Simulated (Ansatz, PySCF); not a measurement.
C5H12Si, SMILES C1(CCC1)([SiH3])C. Atoms are numbered in the order given.

```xyz
18

C      1.8933    -0.3321     0.0000
C      0.4036     0.0045     0.0000
Si    -0.6471    -1.5764     0.0000
C     -0.0794     1.0213    -1.0864
C     -0.8783     1.7800     0.0000
C     -0.0794     1.0213     1.0864
H      2.1795    -0.9170    -0.8903
H      2.5000     0.5908     0.0000
H      2.1795    -0.9170     0.8903
H     -2.1013    -1.2344     0.0000
H     -0.3522    -2.3954     1.2146
H     -0.3522    -2.3954    -1.2146
H      0.7667     1.6134    -1.4729
H     -0.6415     0.6320    -1.9512
H     -1.9441     1.5067     0.0000
H     -0.8035     2.8775     0.0000
H     -0.6415     0.6320     1.9512
H      0.7667     1.6134     1.4729
```
Charge 0, spin multiplicity 1.

Geometry optimised at B3LYP-D3(BJ)/def2-SVP.

Two levels are set side by side: PBE-D3(BJ)/def2-SVP (Ansatz, a program for electronic structure) and B3LYP-D3(BJ)/def2-SVP (Ansatz). Each level has its own optimised geometry; the coordinates shown are those of the second. Frequencies come from the Hessian of PySCF at each geometry. Differences are taken from unrounded values.

```tsv
quantity	B3LYP-D3(BJ)
mean bond length (Å)	1.336
bond C1–C2 (Å)	1.527
bond C2–Si3 (Å)	1.898
bond C2–C4 (Å)	1.564
bond C2–C6 (Å)	1.564
bond C4–C5 (Å)	1.547
bond C5–C6 (Å)	1.547
bond C1–H7 (Å)	1.103
bond C1–H8 (Å)	1.104
bond C1–H9 (Å)	1.103
bond Si3–H10 (Å)	1.494
bond Si3–H11 (Å)	1.494
bond Si3–H12 (Å)	1.494
bond C4–H13 (Å)	1.103
bond C4–H14 (Å)	1.102
bond C5–H15 (Å)	1.100
bond C5–H16 (Å)	1.100
highest harmonic wavenumber (cm⁻¹)	3120
mean harmonic wavenumber (cm⁻¹)	1397
zero-point energy (kcal/mol)	95.85
```

**Question.** What does PBE-D3(BJ) give, and how far is it from B3LYP-D3(BJ)? (An estimate is asked for; the answer gives what the named calculation found.)

**Answer.** 
```tsv
quantity	PBE-D3(BJ)	PBE-D3(BJ) minus B3LYP-D3(BJ)
mean bond length (Å)	1.343	0.007
bond C1–C2 (Å)	1.528	0.001
bond C2–Si3 (Å)	1.907	0.009
bond C2–C4 (Å)	1.566	0.002
bond C2–C6 (Å)	1.566	0.002
bond C4–C5 (Å)	1.549	0.002
bond C5–C6 (Å)	1.549	0.002
bond C1–H7 (Å)	1.111	0.007
bond C1–H8 (Å)	1.112	0.008
bond C1–H9 (Å)	1.111	0.007
bond Si3–H10 (Å)	1.507	0.013
bond Si3–H11 (Å)	1.507	0.013
bond Si3–H12 (Å)	1.507	0.013
bond C4–H13 (Å)	1.111	0.008
bond C4–H14 (Å)	1.111	0.008
bond C5–H15 (Å)	1.108	0.008
bond C5–H16 (Å)	1.108	0.008
highest harmonic wavenumber (cm⁻¹)	3062	-58
mean harmonic wavenumber (cm⁻¹)	1359	-38
zero-point energy (kcal/mol)	93.24	-2.61
```

Exact exchange shortens and stiffens bonds; PBE has none. Differences between two approximate levels are no errors against the true value.
